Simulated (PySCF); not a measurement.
Precursor series Mo Cl-NH2. Gas-phase values, no solvent. One relaxed conformer stands for each flexible species; it need not be the lowest.

These are PBE-D3(BJ)/def2-TZVP // TPSS-D3(BJ)/def2-SVP (PySCF 2.14.0) values and carry that method's errors. All candidates: neutral, multiplicity 1. 

```
Quantity          Value
-------------  --------
LUMO           -2.45 eV
HOMO–LUMO gap   2.46 eV
HOMO           -4.91 eV
```

Q: Name which member has these values.
A. [Mo(NH2)6]
B. [Mo(Cl)6]
C. [Mo(Cl)5(NH2)]
D. [Mo(Cl)3(NH2)3]

A: A, [Mo(NH2)6]. The others give [Mo(Cl)5(NH2)]: -5.91 eV, 1.17 eV, -7.08 eV; [Mo(Cl)3(NH2)3]: -4.51 eV, 2.16 eV, -6.67 eV; [Mo(Cl)6]: -6.29 eV, 1.55 eV, -7.84 eV
